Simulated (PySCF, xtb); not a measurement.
Ga(F)(NH2)2 (FGaH4N2), SMILES [NH2][Ga]([NH2])[F].

GFN2-xTB in xtb 6.7.1 at its own geometry gives an orbital gap of 3.76 eV and a dipole moment of 3.10 D.

Coordinates come from a PBE0-D3(BJ)/def2-SVP optimisation. The structure was generated by enumeration; whether it is a known compound was not checked. Other conformers were not sampled.

Q: What does r2SCAN/def2-TZVP (PySCF) give? (The exact figures need the calculation; the answer reports its results.)

A: gap 5.41 eV (levels -6.17 and -0.75 eV), dipole 2.84 D.
